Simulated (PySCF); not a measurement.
C3H8OSi2, SMILES CO[Si@@H]1C=C[SiH2]1.

The structure is a stationary point at B3LYP-D3(BJ)/def2-SVP. The structure was generated by enumeration; whether it is a known compound was not checked. Other conformers were not sampled.

Method: TDDFT-M06-2X/def2-SVPD (PySCF).

Vertical excitations. Gas-phase values at a fixed geometry.

Computed lowest excited states:
```json
[
 {"state": "S1", "energy (eV)": "5.40", "λ (nm)": "230", "f": "0.001", "main pairs": "HOMO→LUMO 75 %, HOMO−1→LUMO 15 %"},
 {"state": "S2", "energy (eV)": "5.63", "λ (nm)": "220", "f": "0.002", "main pairs": "HOMO−1→LUMO 66 %, HOMO→LUMO 20 %"},
 {"state": "S3", "energy (eV)": "6.35", "λ (nm)": "195", "f": "0.019", "main pairs": "HOMO→LUMO+1 60 %, HOMO−2→LUMO 24 %"},
 {"state": "S4", "energy (eV)": "6.62", "λ (nm)": "187", "f": "0.051", "main pairs": "HOMO→LUMO+4 48 %, HOMO−2→LUMO 29 %, HOMO→LUMO+1 8 %"},
 {"state": "S5", "energy (eV)": "6.85", "λ (nm)": "181", "f": "0.041", "main pairs": "HOMO→LUMO+2 48 %, HOMO→LUMO+4 13 %, HOMO−2→LUMO 11 %"},
 {"state": "S6", "energy (eV)": "6.92", "λ (nm)": "179", "f": "0.004", "main pairs": "HOMO−3→LUMO 36 %, HOMO−6→LUMO 14 %, HOMO−1→LUMO+1 10 %, HOMO−5→LUMO 8 %"},
 {"state": "S7", "energy (eV)": "7.03", "λ (nm)": "176", "f": "0.040", "main pairs": "HOMO−1→LUMO+1 36 %, HOMO−2→LUMO+1 15 %, HOMO−1→LUMO+4 14 %, HOMO−6→LUMO 8 %"},
 {"state": "S8", "energy (eV)": "7.15", "λ (nm)": "173", "f": "0.109", "main pairs": "HOMO−2→LUMO+1 38 %, HOMO→LUMO+2 18 %, HOMO→LUMO+1 7 %, HOMO−1→LUMO+1 6 %"},
 {"state": "S9", "energy (eV)": "7.28", "λ (nm)": "170", "f": "0.165", "main pairs": "HOMO→LUMO+4 20 %, HOMO→LUMO+3 17 %, HOMO−2→LUMO+1 16 %, HOMO→LUMO+5 8 %"},
 {"state": "S10", "energy (eV)": "7.33", "λ (nm)": "169", "f": "0.225", "main pairs": "HOMO→LUMO+3 60 %, HOMO−2→LUMO+1 10 %"},
 {"state": "T1", "energy (eV)": "4.53", "λ (nm)": "273", "f": "0", "main pairs": "HOMO−2→LUMO 76 %"},
 {"state": "T2", "energy (eV)": "5.10", "λ (nm)": "243", "f": "0", "main pairs": "HOMO−1→LUMO 50 %, HOMO→LUMO 26 %, HOMO−2→LUMO 10 %"},
 {"state": "T3", "energy (eV)": "5.38", "λ (nm)": "230", "f": "0", "main pairs": "HOMO→LUMO 61 %, HOMO−1→LUMO 27 %"},
 {"state": "T4", "energy (eV)": "5.77", "λ (nm)": "215", "f": "0", "main pairs": "HOMO→LUMO+1 74 %"}
]
```
Triplets are in the Tamm–Dancoff approximation, which puts them higher than full response would, so one can lie above its singlet here.
